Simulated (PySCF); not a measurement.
Cl2Ga, charge +1, singlet, at a GFN2-xTB geometry (such geometries of metal compounds can be far from the true shape), with bond 2-1 at 1.25 times its length; PBE/6-31G (PySCF).

The PySCF input:
```python
from pyscf import gto, scf, dft

mol = gto.Mole()
mol.atom = '''
    Ga    0.00000000    0.00000000    0.00000000
    Cl    0.00000000    0.00000000    2.58774342
    Cl   -0.00000000   -0.00000000   -2.07019474
'''
mol.basis = '6-31g'
mol.charge = 1
mol.verbose = 4
mol.build()

mf = dft.RKS(mol)
mf.xc = 'pbe'
mf.kernel()
mo_i, mo_e, stable_i, stable_e = mf.stability(internal=True, external=True, return_status=True, nroots=6, tol=1e-6)
print('internally stable:', stable_i, ' externally stable:', stable_e)
if not stable_e:
    umf = mf.to_uhf() if not hasattr(mf, 'xc') else mf.to_uks()
    umf.scf_summary = {}
    umf.kernel(umf.make_rdm1(mo_e, umf.mo_occ))
```

**Question.** What does PySCF print? Leave out banner, timings and long lists.

**Answer.** 
```
PySCF version 2.14.0

[INPUT] verbose = 4
[INPUT] num. atoms = 3
[INPUT] num. electrons = 64
[INPUT] charge = 1
[INPUT] spin (= nelec alpha-beta = 2S) = 0
[INPUT] symmetry False subgroup None
[INPUT] Mole.unit = angstrom
[INPUT] Symbol           X                Y                Z      unit          X                Y                Z       unit  Magmom
[INPUT]  1 Ga     0.000000000000   0.000000000000   0.000000000000 AA    0.000000000000   0.000000000000   0.000000000000 Bohr   0.0
[INPUT]  2 Cl     0.000000000000   0.000000000000   2.587743420000 AA    0.000000000000   0.000000000000   4.890126344445 Bohr   0.0
[INPUT]  3 Cl     0.000000000000   0.000000000000  -2.070194740000 AA    0.000000000000   0.000000000000  -3.912101083115 Bohr   0.0

nuclear repulsion = 275.310995936559
number of shells = 25
number of NR pGTOs = 182
number of NR cGTOs = 53
basis = 6-31g
ecp = {}

******** <class 'pyscf.dft.rks.RKS'> ********
method = RKS
initial guess = minao
damping factor = 0
level_shift factor = 0
DIIS = <class 'pyscf.scf.diis.CDIIS'>
diis_start_cycle = 1
diis_space = 8
diis_damp = 0
SCF conv_tol = 1e-09
SCF conv_tol_grad = None
SCF max_cycles = 50
direct_scf = True
direct_scf_tol = 1e-13
XC library pyscf.dft.libxc version 7.1.2
    S. Lehtola, C. Steigemann, M. J. T. Oliveira, and M. A. L. Marques,  SoftwareX 7, 1–5 (2018)
XC functionals = pbe
    J. P. Perdew, K. Burke, and M. Ernzerhof,  Phys. Rev. Lett. 77, 3865 (1996)
    J. P. Perdew, K. Burke, and M. Ernzerhof,  Phys. Rev. Lett. 78, 1396 (1997)
    J. P. Perdew, K. Burke, and M. Ernzerhof,  Phys. Rev. Lett. 77, 3865 (1996)
    J. P. Perdew, K. Burke, and M. Ernzerhof,  Phys. Rev. Lett. 78, 1396 (1997)
radial grids:
    Treutler-Ahlrichs [JCP 102, 346 (1995); DOI:10.1063/1.469408] (M4) radial grids

becke partition: Becke, JCP 88, 2547 (1988); DOI:10.1063/1.454033
pruning grids: <function nwchem_prune>
grids dens level: 3
symmetrized grids: False
atomic radii adjust function: <function treutler_atomic_radii_adjust>
small_rho_cutoff = 0
Set gradient conv threshold to 3.16228e-05
Initial guess from minao.
tot grids = 58664
init E= -2843.81278897334
cycle= 1 E= -2843.74031397895  delta_E= 0.0725  |g|= 0.494  |ddm|= 2.26
cycle= 2 E= -2839.56002904354  delta_E= 4.18  |g|= 2.69  |ddm|= 4.86
cycle= 3 E= -2843.58519501464  delta_E= -4.03  |g|= 0.924  |ddm|= 4.03
cycle= 4 E= -2843.85577456736  delta_E= -0.271  |g|= 0.273  |ddm|=  1.5
cycle= 5 E= -2843.88653674979  delta_E= -0.0308  |g|= 0.0829  |ddm|= 0.386
cycle= 6 E= -2843.8895236475  delta_E= -0.00299  |g|= 0.0296  |ddm|= 0.118
cycle= 7 E= -2843.88975507993  delta_E= -0.000231  |g|= 0.0139  |ddm|= 0.0296
cycle= 8 E= -2843.88985171358  delta_E= -9.66e-05  |g|= 0.00145  |ddm|= 0.0268
cycle= 9 E= -2843.8898526204  delta_E= -9.07e-07  |g|= 0.000285  |ddm|= 0.00291
cycle= 10 E= -2843.88985265187  delta_E= -3.15e-08  |g|= 6.31e-05  |ddm|= 0.000355
cycle= 11 E= -2843.88985265393  delta_E= -2.07e-09  |g|= 1.63e-06  |ddm|= 0.000128
cycle= 12 E= -2843.88985265394  delta_E= -7.28e-12  |g|= 6.12e-08  |ddm|= 3.21e-06
Extra cycle  E= -2843.88985265393  delta_E= 6.37e-12  |g|= 2.09e-07  |ddm|= 4.98e-07
converged SCF energy = -2843.88985265393
rhf_internal: lowest eigs of H = [0.28991894 0.28991896 0.4872056  0.4872056  0.64816697 0.66287454]
<class 'pyscf.dft.rks.RKS'> wavefunction is stable in the internal stability analysis

WARN: QR decomposition removed 1 vectors.

rhf_real2complex: lowest eigs of H = [0.04847644 0.04847644 0.10755995 0.10755996 0.13236859 0.16204184]
<class 'pyscf.dft.rks.RKS'> wavefunction is stable in the real -> complex stability analysis
rhf_external: lowest eigs of H = [0.02639211 0.02639216 0.07974587 0.09255713 0.09255715 0.14970151]
<class 'pyscf.dft.rks.RKS'> wavefunction is stable in the RHF/RKS -> UHF/UKS stability analysis
internally stable: True  externally stable: True
```
